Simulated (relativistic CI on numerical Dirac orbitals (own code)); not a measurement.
# d1 to d9 in one octahedral field

Computed with a parametric ligand-field model without spin-orbit coupling, by exact diagonalisation: B = 560, C = 2430, 10Dq = 34900 cm⁻¹ (Oh; |10Dq|/B = 62.3) for every shell. Energies in cm⁻¹; the field energy is (0.6 n_e − 0.4 n_t2) × 10Dq of the ground term; g labels are left out.

| Shell | Ground term | Electrons in e | Field energy | First spin-allowed bands | Lowest term of other spin |
| --- | --- | --- | --- | --- | --- |
| d1 | 2T2 | 0.000 | -13960 | 2E 34900 |  |
| d2 | 3T1 | 0.007 | -27678 | 3T2 33501, 3T1 40501 | 1T2 8391 |
| d3 | 4A2 | 0.000 | -41880 | 4T2 34900, 4T1 41247 | 2E 11789 |
| d4 | 3T1 | 0.012 | -55439 | 3E 32484, 3T1 33092 | 1T2 7347 |
| d5 | 2T2 | 0.022 | -69025 | 2A2 31634, 2T1 31831 | 4T1 23191 |
| d6 | 1A1 | 0.017 | -83152 | 1T1 33045, 1T2 41194 | 3T1 27952 |
| d7 | 2E | 1.011 | -62428 | 2T1 32913, 2T2 33543 | 4T1 23143 |
| d8 | 3A2 | 2.000 | -41880 | 3T2 34900, 3T1 41247 | 1E 9287 |
| d9 | 2E | 3.000 | -20940 | 2T2 34900 |  |

Low spin: d4, d5, d6, d7; the other shells keep the spin of the free ion. Only d4 to d7 can choose; the field needed to pair spins is smallest for d6 and largest for d5, which loses most exchange energy. In the strong-field picture 10Dq must exceed about 6B + 5C = 15510 (d4), 7.5B + 5C = 16350 (d5), 2.5B + 4C = 11120 (d6) and 4B + 4C = 11960 (d7); mixing of terms shifts these bounds somewhat.
